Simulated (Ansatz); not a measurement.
Reaction (ligand exchange at the In–F bond): `[F][In]([F])[F]` + H₂S → `[F][In]([F])[SH]` + H–F

Program: Ansatz. Geometries: PBE0-D4/def2-TZVP. ΔE: electronic, gas phase. CCSD(T)/CBS adds triple-zeta CCSD(T) − MP2 to the extrapolated MP2 energy (def2 sets, frozen cores). This one scheme is used for every species. Functionals use def2-TZVPP. Elements past krypton have def2 core potentials. For In outer-core shells are correlated without core-valence functions, which leaves a few kJ/mol of doubt a bond. One conformer a species, not always the lowest.

`[F][In]([F])[F]`:

```xyz
4

F     1.140    1.300    0.830
In    0.000    0.000    0.000
F    -1.317   -0.926    1.043
F     0.177   -0.374   -1.873
```

H₂S:

```xyz
3

S    -0.430   -0.059   -0.442
H    -0.031   -0.836    0.576
H     0.461    0.895   -0.134
```

`[F][In]([F])[SH]`:

```xyz
5

F    -1.429    0.142    1.482
In    0.140    0.415    0.384
F     1.271    1.816    1.077
S     0.575   -0.830   -1.549
H    -0.556   -1.542   -1.393
```

H–F:

Cartesian coordinates in Å:
```
F 0.195 0.024 0.416
H -0.195 -0.024 -0.416
```

```csv
level,ΔE (kcal/mol)
PBE0-D4,-15.0
CAM-B3LYP-D4,-11.7
ωB97M-V,-12.8
r2SCAN,-12.6
```

(1) What does CCSD(T)/CBS give? (An estimate is asked.)

Largest T1 diagnostic among the species: 0.018.

Answers

(1) Ansatz gave: -14.1 kcal/mol. The listed levels differ from it by -0.9, 2.4, 1.3, 1.5 kcal/mol.

From BLYP to BHLYP (50 % exact exchange), in def2-TZVPP and without D4, ΔE moves by −2.3 kcal/mol. At CCSD(T), def2-SVP lies +4.4 kcal/mol from the extrapolated value and def2-TZVPP +0.3 kcal/mol.
